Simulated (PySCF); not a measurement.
Compound: C8H9N.
Numbering: `[CH3:1][C@@H:2]1[C:3]([C:4]#[N:5])=[C:6]1[CH:7]1[CH2:8][CH2:9]1` (hydrogens: H10, H11, H12 on C1; H13 on C2; H14 on C7; H15, H16 on C8; H17, H18 on C9)

The same species was optimised twice, with GFN2-xTB and with PBE0-D3(BJ)/def2-SVP (PySCF), and the same property calculations (PySCF, gas phase) were run on both structures.

```csv
coordinate,GFN2-xTB,PBE0-D3(BJ)/def2-SVP,change
C3–C4 (Å),1.369,1.396,+0.027
C6–C7 (Å),1.435,1.448,+0.013
C4≡N5 (Å),1.152,1.163,+0.011
C3=C6 (Å),1.322,1.313,-0.009
C2–C3 (Å),1.516,1.508,-0.008
C8–C9 (Å),1.486,1.482,-0.004
C2–C6 (Å),1.491,1.493,+0.002
C7–C9 (Å),1.516,1.518,+0.002
C7–C8 (Å),1.515,1.518,+0.003
C1–C2 (Å),1.511,1.511,0.000
C1–C2–C3 (°),120.2,121.8,+1.6
C4–C3–C6 (°),151.7,150.4,-1.3
C1–C2–C6 (°),120.9,122.0,+1.1
C2–C3–C4 (°),145.4,146.1,+0.7
C2–C3–C6 (°),62.9,63.5,+0.6
C3–C4–N5 (°),179.6,179.3,-0.3
C3–C6–C7 (°),148.9,149.2,+0.3
C3–C2–C6 (°),52.2,51.9,-0.3
C3–C6–C7–C8 (°),34,34,0
```

Rotational constants: A = 1993, B = 1280, C = 867.2 MHz (GFN2-xTB) against A = 1953, B = 1275, C = 857.4 MHz (PBE0-D3(BJ)/def2-SVP). Point groups within 0.08 Å: C1 and C1.

On the GFN2-xTB structure: HOMO (eV) -7.06 [PBE0/pcSseg-1]; LUMO (eV) -1.45 [PBE0/pcSseg-1]; dipole (D) 5.15 [PBE0/pcSseg-1]; GIAO shielding of C1 (ppm) 162.9 [PBE0/pcSseg-1]; GIAO shielding of C2 (ppm) 159.7 [PBE0/pcSseg-1]; GIAO shielding of C3 (ppm) 94.8 [PBE0/pcSseg-1]; GIAO shielding of C4 (ppm) 70.6 [PBE0/pcSseg-1]; GIAO shielding of N5 (ppm) -80.6 [PBE0/pcSseg-1]; GIAO shielding of C6 (ppm) 23.7 [PBE0/pcSseg-1]; GIAO shielding of C7 (ppm) 173.5 [PBE0/pcSseg-1]; GIAO shielding of C8 (ppm) 169.4 [PBE0/pcSseg-1].

Task: What do these properties become on the PBE0-D3(BJ)/def2-SVP structure?

Result: 
```tsv
property	level	on GFN2-xTB	on PBE0-D3(BJ)/def2-SVP	change
HOMO (eV)	PBE0/pcSseg-1	-7.06	-7.11	-0.05
LUMO (eV)	PBE0/pcSseg-1	-1.45	-1.42	+0.03
dipole (D)	PBE0/pcSseg-1	5.15	5.12	-0.03
energy, GFN2-xTB geometry as zero (kcal/mol)	PBE0/pcSseg-1	0.0	-0.7	-0.7
GIAO shielding of C1 (ppm)	PBE0/pcSseg-1	162.9	161.5	-1.4
GIAO shielding of C2 (ppm)	PBE0/pcSseg-1	159.7	159.0	-0.7
GIAO shielding of C3 (ppm)	PBE0/pcSseg-1	94.8	93.3	-1.5
GIAO shielding of C4 (ppm)	PBE0/pcSseg-1	70.6	68.5	-2.1
GIAO shielding of N5 (ppm)	PBE0/pcSseg-1	-80.6	-82.0	-1.4
GIAO shielding of C6 (ppm)	PBE0/pcSseg-1	23.7	24.7	+1.0
GIAO shielding of C7 (ppm)	PBE0/pcSseg-1	173.5	172.6	-0.9
GIAO shielding of C8 (ppm)	PBE0/pcSseg-1	169.4	168.0	-1.4
```

The heavy atoms differ by 0.018 Å rms after alignment. Among bonds between heavy atoms C3–C4 changes most (+0.027 Å). Changes are differences of the printed values. Neither structure is proved a minimum here.

Shape of the structure used: `[CH3:1][C@@H:2]1[C:3]([C:4]#[N:5])=[C:6]1[CH:7]1[CH2:8][CH2:9]1`: C3–C6–C7–C8 34°.
